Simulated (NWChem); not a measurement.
System: C2H7BO; SMILES BOCC

Output (shortened):

```
             Northwest Computational Chemistry Package (NWChem) 7.3.0
             --------------------------------------------------------

 C1  symmetry detected

                             Geometry "geometry" -> ""
                             -------------------------

 Output coordinates in angstroms (scale by  1.889725989 to convert to a.u.)

  No.       Tag          Charge          X              Y              Z
 ---- ---------------- ---------- -------------- -------------- --------------
    1 B                    5.0000    -0.25888853     1.78691593    -0.22599079
    2 H                    1.0000    -0.13181369     1.86644967    -1.39945251
    3 H                    1.0000    -0.68957503     2.66958253     0.41307166
    4 O                    8.0000     0.08264928     0.70664132     0.45143693
    5 C                    6.0000     0.59964838    -0.47312077    -0.12164346
    6 C                    6.0000    -0.41837368    -1.60287921    -0.01205594
    7 H                    1.0000     0.86396652    -0.30455083    -1.17369484
    8 H                    1.0000     1.50812711    -0.73231902     0.43496192
    9 H                    1.0000    -1.31680558    -1.34942267    -0.57023410
   10 H                    1.0000     0.00176663    -2.52144841    -0.41271745
   11 H                    1.0000    -0.69006571    -1.76000162     1.02872018

 Effective nuclear repulsion energy (a.u.)     118.8971377929

                                Z-matrix (autoz)
                                --------

 Units are Angstrom for bonds and degrees for angles

      Type          Name      I     J     K     L     M      Value
      ----------- --------  ----- ----- ----- ----- ----- ----------
    1 Stretch                  1     2                       1.18300
    2 Stretch                  1     3                       1.17175
    3 Stretch                  1     4                       1.32006
    4 Stretch                  4     5                       1.40980
    5 Stretch                  5     6                       1.52471
    6 Stretch                  5     7                       1.09777
    7 Stretch                  5     8                       1.09651
    8 Stretch                  6     9                       1.08765
    9 Stretch                  6    10                       1.08665
   10 Stretch                  6    11                       1.08707
   11 Bend                     1     4     5               124.82666
   12 Bend                     2     1     3               121.99424
   13 Bend                     2     1     4               122.43008
   14 Bend                     3     1     4               115.57375
   15 Bend                     4     5     6               110.24248
   16 Bend                     4     5     7               110.44848
   17 Bend                     4     5     8               107.17564
   18 Bend                     5     6     9               109.99709
   19 Bend                     5     6    10               109.98060
   20 Bend                     5     6    11               110.04671
   21 Bend                     6     5     7               110.08572
   22 Bend                     6     5     8               109.97141
   23 Bend                     7     5     8               108.86181
   24 Bend                     9     6    10               109.09516
   25 Bend                     9     6    11               108.57667
   26 Bend                    10     6    11               109.11478
   27 Torsion                  1     4     5     6        -110.75355
   28 Torsion                  1     4     5     7          11.12691
   29 Torsion                  1     4     5     8         129.57609
   30 Torsion                  2     1     4     5          -1.54388
   31 Torsion                  3     1     4     5         178.95242
   32 Torsion                  4     5     6     9          62.46161
   33 Torsion                  4     5     6    10        -177.35715
   34 Torsion                  4     5     6    11         -57.12022
   35 Torsion                  7     5     6     9         -59.63333
   36 Torsion                  7     5     6    10          60.54791
   37 Torsion                  7     5     6    11        -179.21516
   38 Torsion                  8     5     6     9        -179.57592
   39 Torsion                  8     5     6    10         -59.39469
   40 Torsion                  8     5     6    11          60.84224

                           NWChem Geometry Optimization
                           ----------------------------

 maximum gradient threshold         (gmax) =   0.000450
 rms gradient threshold             (grms) =   0.000300
 maximum cartesian step threshold   (xmax) =   0.001800
 rms cartesian step threshold       (xrms) =   0.001200
 fixed trust radius                (trust) =   0.300000
 source of zmatrix                         =   autoz

          -------------------
          Energy Minimization
          -------------------

 Using diagonal initial Hessian
 Scaling for Hessian diagonals: bonds = 1.00  angles = 0.25  torsions = 0.10

          --------
          Step   0

                                 NWChem DFT Module
                                 -----------------

[...]

      ----------------------
      Optimization converged
      ----------------------

  Step       Energy      Delta E   Gmax     Grms     Xrms     Xmax
  ---- ---------------- -------- -------- -------- -------- --------
@   12    -180.17070972 -5.8D-08  0.00006  0.00002  0.00032  0.00084
                                     ok       ok       ok       ok

                                Z-matrix (autoz)
                                --------

 Units are Angstrom for bonds and degrees for angles

[...]

 Rotational Constants
 --------------------
 A=   0.771993 cm-1  (  1.110701 K)
 B=   0.152544 cm-1  (  0.219471 K)
 C=   0.148635 cm-1  (  0.213848 K)

 Temperature                      =   298.15K
 frequency scaling parameter      =   1.0000

 Zero-Point correction to Energy  =   57.964 kcal/mol  (  0.092372 au)
 Thermal correction to Energy     =   61.330 kcal/mol  (  0.097735 au)
 Thermal correction to Enthalpy   =   61.922 kcal/mol  (  0.098679 au)

 Total Entropy                    =   71.663 cal/mol-K
   - Translational                =   38.080 cal/mol-K (mol. weight =  58.0590)
   - Rotational                   =   24.026 cal/mol-K (symmetry #  =        1)
   - Vibrational                  =    9.557 cal/mol-K

 Cv (constant volume heat capacity) =   17.605 cal/mol-K
   - Translational                  =    2.979 cal/mol-K
   - Rotational                     =    2.979 cal/mol-K
   - Vibrational                    =   11.646 cal/mol-K

[normal modes left out]

 ----------------------------------------------------------------------------
 Normal Eigenvalue ||           Projected Infra Red Intensities
  Mode   [cm**-1]  || [atomic units] [(debye/angs)**2] [(KM/mol)] [arbitrary]
 ------ ---------- || -------------- ----------------- ---------- -----------
    1       -0.000 ||    0.000530           0.012         0.516       0.180
    2       -0.000 ||    0.001199           0.028         1.169       0.407
    3       -0.000 ||    0.000388           0.009         0.378       0.131
    4        0.000 ||    0.000490           0.011         0.478       0.166
    5        0.000 ||    0.000442           0.010         0.431       0.150
    6        0.000 ||    0.000833           0.019         0.812       0.282
    7       72.751 ||    0.000314           0.007         0.306       0.107
    8      246.198 ||    0.000018           0.000         0.018       0.006
    9      337.491 ||    0.001018           0.023         0.992       0.345
   10      400.016 ||    0.003664           0.085         3.571       1.242
   11      491.781 ||    0.003311           0.076         3.228       1.123
   12      813.628 ||    0.002084           0.048         2.032       0.707
   13      864.717 ||    0.002465           0.057         2.403       0.836
   14     1000.275 ||    0.026626           0.614        25.957       9.029
   15     1039.415 ||    0.055522           1.281        54.125      18.828
   16     1065.306 ||    0.038603           0.891        37.632      13.091
   17     1125.259 ||    0.013405           0.309        13.068       4.546
   18     1181.630 ||    0.022397           0.517        21.834       7.595
   19     1222.048 ||    0.007062           0.163         6.884       2.395
   20     1303.205 ||    0.016270           0.375        15.860       5.517
   21     1370.704 ||    0.050784           1.172        49.507      17.221
   22     1406.150 ||    0.171427           3.955       167.116      58.133
   23     1445.691 ||    0.118042           2.723       115.073      40.030
   24     1455.016 ||    0.005324           0.123         5.190       1.805
   25     1472.860 ||    0.005125           0.118         4.996       1.738
   26     1496.852 ||    0.020013           0.462        19.510       6.787
   27     2540.936 ||    0.121515           2.803       118.459      41.207
   28     2653.256 ||    0.190721           4.400       185.924      64.676
   29     3051.058 ||    0.035481           0.819        34.589      12.032
   30     3063.625 ||    0.010252           0.237         9.994       3.476
   31     3113.013 ||    0.016791           0.387        16.368       5.694
   32     3164.133 ||    0.018292           0.422        17.832       6.203
   33     3168.753 ||    0.012721           0.293        12.401       4.314
 ----------------------------------------------------------------------------
```

Level: PBE0/def2-SVP. 

Write an input that gives this output.

One answer among several that fit: the input that was run:
```
start job
memory heap 200 mb stack 900 mb global 1100 mb
geometry units angstroms
  B      0.449974    -0.891117     1.453999
  H     -0.595648    -1.340763     1.776457
  H      1.455149    -1.246680     1.939993
  O      0.563038     0.048410     0.533643
  C     -0.513877     0.601727    -0.188605
  C     -0.446304     0.170468    -1.649489
  H     -1.470501     0.292166     0.252002
  H     -0.426381     1.692298    -0.115624
  H     -0.540572    -0.910599    -1.722910
  H     -1.250949     0.636473    -2.211808
  H      0.506826     0.465102    -2.081291
end
basis spherical
  * library def2-svp
end
dft
  xc pbe0
  iterations 150
end
driver
  maxiter 120
end
task dft optimize
task dft freq
```
